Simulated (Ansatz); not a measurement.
Cost and result for the atomization energy of C2H5IOSi (`[SiH3][C@H]1O[C@@H]1I`) (10 atoms, 10 bonds).

| atom | x (Å) | y (Å) | z (Å) |
| --- | --- | --- | --- |
| Si1 | 0.0847 | -1.0094 | -1.1626 |
| C2 | 0.3990 | 0.4524 | -0.0233 |
| O3 | -0.6563 | 1.4473 | 0.0352 |
| C4 | -0.4219 | 0.6904 | 1.1632 |
| I5 | 0.3979 | 1.6743 | 2.8587 |
| H6 | 0.2089 | -0.5793 | -2.5778 |
| H7 | -1.2857 | -1.5153 | -0.8998 |
| H8 | 1.0885 | -2.0663 | -0.8762 |
| H9 | 1.3943 | 0.8944 | 0.0069 |
| H10 | -1.2095 | 0.0115 | 1.4757 |

The species carries charge 0 and has multiplicity 1. Correlated methods include outer-core shells of I, which these sets cover unevenly. I takes the def2 core potential. The structure was optimised at the PBE0-D4/def2-TZVP level. Program: Ansatz. All runs use 4 threads of an Arm Neoverse V1 on a shared host. Times are those of one run each, without the atoms' runs, and a repeat can differ threefold. Electronic energies, without spin–orbit coupling; frozen cores. CCSD(T)/CBS adds CCSD(T) − MP2 in def2-TZVPP to the MP2 limit, and its time is that of the two runs behind it. T1 = 0.012. With those shells the extrapolation isn't a true limit. B3LYP takes the VWN-RPA correlation (the form of Gaussian; ORCA's B3LYP/G).

CCSD(T)/CBS is a level of theory with its own doubt, some kJ/mol a heavy atom from the limit and from the frozen cores, so smaller differences don't rank the functionals.

| level | functions | wall time | atomization (kJ/mol) | difference from CCSD(T)/CBS | per bond |
| --- | --- | --- | --- | --- | --- |
| PBE-D4/def2-TZVPP (with forces) | 255 | 2.8 s | 3504.6 | 87.2 | 8.7 |
| PBE0-D4/def2-TZVPP | 255 | 3.6 s | 3423.5 | 6.1 | 0.6 |
| r2SCAN-D4/def2-TZVPP (with forces) | 255 | 5.5 s | 3427.0 | 9.6 | 1.0 |
| B3LYP-D4/def2-TZVPP (with forces) | 255 | 5.5 s | 3397.1 | -20.3 | -2.0 |
| B2PLYP/def2-TZVPP | 255 | 7 s | 3361.6 | -55.8 | -5.6 |
| ωB97X-V/def2-TZVPP | 255 | 9 s | 3426.3 | 8.9 | 0.9 |
| ωB97M-V/def2-TZVPP (with forces) | 255 | 13 s | 3410.6 | -6.8 | -0.7 |
| MP2/def2-QZVPP | 473 | 25 s | 3451.6 | 34.2 | 3.4 |
| CCSD(T)/def2-TZVPP | 255 | 4.6 min | 3315.1 | -102.3 | -10.2 |
| CCSD(T)/CBS(def2) | – | 5.1 min | 3417.4 | 0.0 | 0.0 |

In def2-TZVPP, CCSD(T) changes the Hartree–Fock value by +952.5 kJ/mol (the triples alone add +67.8 kJ/mol) and MP2 by +1028.5 kJ/mol; breaking electron pairs costs correlation energy, which Hartree–Fock lacks. From PBE to PBE0 (25 % exact exchange), in def2-TZVPP and without D4, the atomization energy moves by −77.5 kJ/mol: exact exchange takes away binding that semilocal exchange gives to molecules. The D4 term adds +39.4 kJ/mol with B3LYP and +20.6 kJ/mol with PBE0; it sums over pairs of atoms, weighted by their polarisabilities, and B3LYP, whose exchange is more repulsive, gets the larger term.

Spin–orbit coupling would lower the free I atoms strongly, and the atomization energy with them, by more than many differences here.
